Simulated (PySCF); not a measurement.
C₅H₉N₂ (charge +1).
Atom-mapped SMILES: `[NH2:1]/[CH:2]=[CH:3]/[CH:4]=[CH:5]\[CH:6]=[NH2+:7]` (hydrogens: H8, H9 on N1; H10 on C2; H11 on C3; H12 on C4; H13 on C5; H14 on C6; H15, H16 on N7)

Computed, not measured: B3LYP/def2-SVP geometry optimisation, gas phase in PySCF 2.14.0.

(1) Give the optimised bond lengths and angles.

## Answers

(1) 
```
        bond  length (Å)
       N1–C2       1.327
       C2=C3       1.391
       C3–C4       1.399
       C4=C5       1.402
       C5–C6       1.391
       C6=N7       1.326
N1–H8, N1–H9       1.015
      C2–H10       1.096
      C3–H11       1.094
      C4–H12       1.097
      C5–H13       1.094
      C6–H14       1.095
      N7–H15       1.015
      N7–H16       1.017
```

Bonds in one row agree within 0.01 Å and their mean is given. A selection of angles:
```
     angle  degrees
  C2–N1–H8    121.8
  H8–N1–H9    117.0
  N1–C2–C3    126.0
 N1–C2–H10    115.0
 C3–C2–H10    119.0
  C2–C3–C4    120.0
 C2–C3–H11    118.6
 C4–C3–H11    121.4
  C3–C4–C5    129.7
 C3–C4–H12    115.6
 C5–C4–H12    114.7
  C4–C5–C6    124.6
 C4–C5–H13    117.3
 C6–C5–H13    118.0
  C5–C6–N7    125.0
 C5–C6–H14    120.4
 N7–C6–H14    114.6
 C6–N7–H15    121.5
 C6–N7–H16    121.5
H15–N7–H16    117.0
```

Dihedral angles: N1–C2–C3–C4 180° (antiperiplanar); C2–C3–C4–C5 180° (antiperiplanar); C3–C4–C5–C6 0° (synperiplanar); C4–C5–C6–N7 180° (antiperiplanar).

C5 (alkene CH carbon) is planar (angles 124.6°, 118.0° and 117.3°, sum 360.0°, 0.00 Å off the plane of its three neighbours). Of the pairs four or more bonds apart, H11···H14 is among the closest relative to their van der Waals radii: 2.27 Å, 95 % of the sum of Bondi's values. C3 (alkene CH carbon) is planar (angles 121.4°, 120.0° and 118.6°, sum 360.0°, 0.00 Å off the plane of its three neighbours). C4 (alkene CH carbon) is planar (angles 129.7°, 115.6° and 114.7°, sum 360.0°, 0.00 Å off the plane of its three neighbours). The 7 heavy atoms lie in one plane (0.002 Å rms). N7 (nitrogen bonded to C and 2 H) is planar (angles 121.5°, 121.5° and 117.0°, sum 360.0°, 0.00 Å off the plane of its three neighbours). C6 (C=N carbon) is planar (angles 125.0°, 120.4° and 114.6°, sum 360.0°, 0.00 Å off the plane of its three neighbours).

Point group: Cs (every atom within 0.08 Å of its image). No B3LYP/def2-SVP frequencies stand behind this structure, so it isn't proved a minimum. One conformer (not necessarily the lowest) at the B3LYP/def2-SVP geometry, without solvent, vibrations or thermal averaging.

Hardware: Arm Neoverse V2, one thread (shared host). Cost: 28 s wall, 0.60 GiB resident at most. This is the geometry optimisation.
